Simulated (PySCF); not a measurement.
These are PBE-D3(BJ)/def2-TZVP in PySCF values and carry that method's errors. Isolated molecules, 0 K electronic values unless said otherwise. One relaxed conformer stands for a flexible species; it need not be the lowest. Excitations are Tamm–Dancoff values on a coarser integration grid. The basis has no diffuse functions, so Rydberg states are missing or too high.

Reference species (SMILES): `C/[SiH]=[SiH]/N` (neutral, multiplicity 1).

- LUMO: -2.25 eV
- S1–T1 gap (TDA): 2.00 eV

Changed species: `C(=N\[SiH3])/[SiH3]`.

Q: What does the change do to the LUMO and S1–T1 gap (TDA)?

A: the LUMO falls by 0.28 eV, to -2.53 eV; the S1–T1 gap (TDA) falls by 1.31 eV, to 0.69 eV.
